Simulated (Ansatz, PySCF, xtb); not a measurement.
Energy difference R1 + R2 → P1, each structure at its B3LYP-D3(BJ)/def2-TZVP stationary point, reached from a drawn start (curvature not checked).
R1, H2 (SMILES [H][H]) (charge 0, multiplicity 1):
```tsv
atom	x (Å)	y (Å)	z (Å)
H	0.0000	0.0000	0.3720
H	0.0000	0.0000	-0.3720
```
R2: SiH2 (SMILES [SiH2]), charge 0, multiplicity 1.
P1: SiH4 (SMILES [SiH4]), charge 0, multiplicity 1.

```
level                                  reaction energy (eV)  minus CCSD(T)/CBS(cc-pV(T+d)Z, cc-pV(Q+d)Z)
-------------------------------------  --------------------  -------------------------------------------
GFN1-xTB                                             -3.883                                       -1.201
GFN2-xTB                                             -3.064                                       -0.383
HF/cc-pV(T+d)Z                                       -2.692                                       -0.010
HF/cc-pV(Q+d)Z                                       -2.710                                       -0.029
SVWN5/def2-TZVPP                                     -2.955                                       -0.273
PBE/def2-TZVPP                                       -2.647                                        0.034
PBE-D4/def2-TZVPP                                    -2.665                                        0.017
BLYP/def2-TZVPP                                      -2.457                                        0.224
BLYP-D4/def2-TZVPP                                   -2.498                                        0.184
revPBE/def2-TZVPP                                    -2.515                                        0.167
revPBE-D3(BJ)/def2-TZVPP                             -2.572                                        0.110
revPBE-D4/def2-TZVPP                                 -2.576                                        0.106
r2SCAN/def2-TZVPP                                    -2.840                                       -0.158
r2SCAN-D3(BJ)/def2-TZVPP                             -2.845                                       -0.164
B97M-V/def2-TZVPP                                    -2.648                                        0.033
B3LYP/def2-TZVPP                                     -2.602                                        0.079
B3LYP-D3(BJ)/def2-TZVPP                              -2.640                                        0.041
PBE0/def2-TZVPP                                      -2.766                                       -0.085
PBE0-D3(BJ)/def2-TZVPP                               -2.784                                       -0.103
PBE0-D4/def2-TZVPP                                   -2.781                                       -0.099
BHLYP/def2-TZVPP                                     -2.748                                       -0.067
BHLYP-D4/def2-TZVPP                                  -2.768                                       -0.086
M06-2X/def2-TZVPP                                    -2.599                                        0.082
CAM-B3LYP/def2-TZVPP                                 -2.733                                       -0.052
CAM-B3LYP-D4/def2-TZVPP                              -2.747                                       -0.066
wB97X-V/def2-TZVPP                                   -2.793                                       -0.112
B2PLYP/def2-TZVPP                                    -2.672                                        0.009
B2PLYP-D3(BJ)/def2-TZVPP                             -2.689                                       -0.008
MP2/cc-pV(D+d)Z                                      -2.738                                       -0.056
MP2/cc-pV(T+d)Z                                      -2.746                                       -0.065
MP2/cc-pV(Q+d)Z                                      -2.788                                       -0.107
SCS-MP2/cc-pV(D+d)Z                                  -2.680                                        0.002
SCS-MP2/cc-pV(T+d)Z                                  -2.686                                       -0.005
SCS-MP2/cc-pV(Q+d)Z                                  -2.731                                       -0.050
CCSD/cc-pV(D+d)Z                                     -2.572                                        0.110
CCSD/cc-pV(T+d)Z                                     -2.597                                        0.085
CCSD/cc-pV(Q+d)Z                                     -2.652                                        0.030
CCSD(T)/cc-pV(T+d)Z                                  -2.599                                        0.082
CCSD(T)/cc-pV(Q+d)Z                                  -2.654                                        0.027
CCSD(T)/CBS(cc-pV(T+d)Z, cc-pV(Q+d)Z)                -2.681                                        0.000
```

 The comparison column counts from a level with limits of its own.

P less R. No zero-point or thermal terms.

Cores are frozen in the correlated methods. CBS(a, b) extrapolates the correlation energy as X⁻³ and adds the Hartree–Fock energy of set b.

Run with Ansatz (Gaussian orbitals); PySCF for M06-2X and the D3/D4 terms; xtb for the GFN methods. No computed number here is a measurement.

Ansatz is an electronic-structure program.
